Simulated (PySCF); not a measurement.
GaI3, SMILES [I][Ga]([I])[I].

Geometry optimised at B3LYP-D3(BJ)/def2-SVP. The isomer is the one that the SMILES or the coordinates give; other isomers of the formula were not compared. The def2 effective core potentials stand for the cores of I; spin–orbit coupling is left out.

Computed with PBE0/def2-TZVP run with PySCF.

```yaml
total_energy: -2817.93863 hartree
point_group: D3h
highest_occupied_level: -7.79 eV
lowest_empty_level: -2.72 eV
orbital_gap: 5.07 eV
dipole_moment: 0.00 D
quadrupole, principal values (traceless, Buckingham form, about the centre of nuclear charge): -0.37, -0.37, 0.75 D·Å
mean_static_polarisability: 131.1 bohr³ (19.43 Å³)
polarisability_principal_values: 83.7, 154.8, 154.8 bohr³
```
